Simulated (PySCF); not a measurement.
H2Se, SMILES [SeH2]. Heavy atoms are numbered as in [SeH2:1]. Hydrogens are named by the atom that carries them.

The structure is a stationary point at ωB97X-D3(BJ)/def2-TZVPD.

All values below come from PBE/pcSseg-2 (PySCF).

GIAO shieldings, no solvent; atoms alike by connectivity are averaged. δ = σ(ref) − σ: ⁷⁷Se against Me2Se (σ = 1646.5 ppm); ¹H against TMS (σ = 31.47 ppm), references at their B3LYP-D3(BJ)/def2-TZVP geometries, non-relativistic.

```csv
nucleus,atoms,count,δ (ppm)
⁷⁷Se,Se1 (SeH2),1,-451.2
¹H,H on Se1,2,1.09
```
